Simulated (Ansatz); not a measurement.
Gas-phase electronic energies from Ansatz, PBE0-D4/def2-TZVP geometries. CCSD(T)/CBS adds triple-zeta CCSD(T) − MP2 to the extrapolated MP2 energy (def2 sets, frozen cores). DFT in def2-TZVPP. For Br, Mg outer-core shells are correlated without core-valence functions, which leaves a few kJ/mol of doubt a bond. Scalar relativity is left out up to krypton. Each species was taken in one conformer, which may not be the lowest.

Consider the redistribution: `[NH2][Al]([OH])[Br]` + `[NH2][Mg][Br]` → `[OH][Al]([Br])[Br]` + `[NH2][Mg][NH2]`.

```tsv
level	ΔE (eV)
revPBE-D4	0.82
CAM-B3LYP-D4	0.94
BHLYP	1.00
LC-ωPBE	0.94
```

Question: What does CCSD(T)/CBS give? (Best estimate.)

Answer: The calculation gave: +0.87 eV. The listed levels differ from it by -0.05, 0.07, 0.13, 0.07 eV.

Largest T1 diagnostic among the species: 0.009.

From r2SCAN to r2SCAN0 (25 % exact exchange), in def2-TZVPP and without D4, ΔE moves by +0.04 eV. At CCSD(T), def2-SVP lies +0.03 eV from the extrapolated value and def2-TZVPP +0.01 eV. Leaving LDA and LC-ωPBE aside and taking each functional with its dispersion term where it has one, the values, not all of them listed here, spread over 0.16 eV, from revPBE-D4 to BHLYP-D4.
